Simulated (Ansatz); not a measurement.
The multiplicity is imposed and other spin states were not computed.

Species: [Zn(OH)(NH2)] (charge 0, multiplicity 1).

### Question
Give a relaxed geometry from PBE-D3(BJ)/def2-SVP in Ansatz (an electronic-structure program).

### Answer
One answer among several that fit: the end point of this relaxation, one of several conformers.
Cartesian coordinates (Å) in one orientation:
```xyz
6

Zn    -0.090     0.024     0.128
O     -0.993    -1.506     0.289
H     -0.394    -2.273     0.342
N      0.517     1.741    -0.043
H      1.079     1.887    -0.893
H      1.121     2.035     0.737
```
